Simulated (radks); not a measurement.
Problem. Successive ionisation energies (eV) of one element, from differences of total energies of ions in their ground configurations, starting at charge 22: 1049.9, 1116.1, 1183.4, 1251.8, 1459.0, 1520.7, 1581.9, 1663.5, 1728.1, 1792.0, 1948.8, 2019.2, 4800.6, 4979.0, 5155.2, 5396.3, 5583.9, 5768.7, 6140.8, 6322.1, 26280, 27054. All-electron calculation, scalar-relativistic Kohn-Sham, BLYP, spin-polarised, spherical densities, finite nucleus; open shells are filled with parallel spins first (spin-orbit coupling, left out, can overturn this in heavy ions); Fermi nuclear charge, rms radius 4.4809 fm. Program: a radial shooting solver on a logarithmic mesh with Libxc functionals. Which element is it?

Solution. Ruthenium (Z = 44). The first species listed is Ru22+ in [Ar] 3d4, the last Ru43+ in 1s1.
